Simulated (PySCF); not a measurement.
AlClH4O2SSi, SMILES [OH][Al]([OH])[S][SiH2]Cl. The structure is a stationary point at PBE-D3(BJ)/def2-SVP. The structure was generated by enumeration; whether it is a known compound was not checked. Other conformers were not sampled.

Task: Give the equilibrium geometry at PBE-D3(BJ)/def2-SVP (PySCF confirms it by a frequency run) as a Z-matrix. (The exact figures need the calculation; the answer reports its results.)

Result: One answer among several that fit: 
```
Al
O 1 1.7159
H 2 0.9703 1 119.57
O 1 1.7181 2 119.52 3 12.70
H 4 0.9691 1 122.60 2 166.11
S 1 2.2700 2 113.84 3 163.47
Si 6 2.1009 1 87.39 2 94.94
H 7 1.4975 6 116.70 1 -104.02
H 7 1.4985 8 110.62 6 135.02
Cl 7 2.1757 8 103.84 9 111.59
```
Charge 0, spin multiplicity 1.
